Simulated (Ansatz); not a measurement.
## Strength of the N–In bond: CH8InN → CH5N + InH3

Species: CH8InN `C[NH2+][InH3-]`, singlet; CH5N `CN`, singlet; InH3 `[InH3]`, singlet. 

Shapes, held fixed at every level: PBE0-D4/def2-TZVP. Programs: Ansatz 0.2.0. The zero-point and thermal change to 298 K, harmonic and unscaled (PBE0-D4/def2-TZVP), is -8.5 kJ/mol.

Question: Estimate ΔH(298 K) of this reaction.

Answer: The highest level, CCSD(T)/def2-TZVPP, gives ΔH(298 K) = +87.8 kJ/mol; the levels span +73.4 to +90.9. Both fragments are taken as closed shells, so no electrons are unpaired. The column of differences is taken from that level and isn't an error. No measured value is set beside it here. For atoms past krypton def2 sets carry core potentials with scalar relativity. Outer-core shells of In are correlated, in sets that cover them unevenly.

```csv
level,kind,ΔH(298 K) (kJ/mol),less CCSD(T)/def2-TZVPP
HF/def2-SVP,Hartree–Fock,+73.4,-14.4
r2SCAN-D4/def2-TZVPP,meta-GGA,+88.3,+0.5
B3LYP-D4/def2-TZVPP,global hybrid,+80.6,-7.2
r2SCAN0-D4/def2-TZVPP,global hybrid,+88.5,+0.7
MP2/def2-TZVPP,perturbation theory,+90.9,+3.1
CCSD/def2-TZVPP,coupled cluster or CI,+84.2,-3.6
CCSD(T)/def2-TZVPP,coupled cluster or CI,+87.8,0.0
```
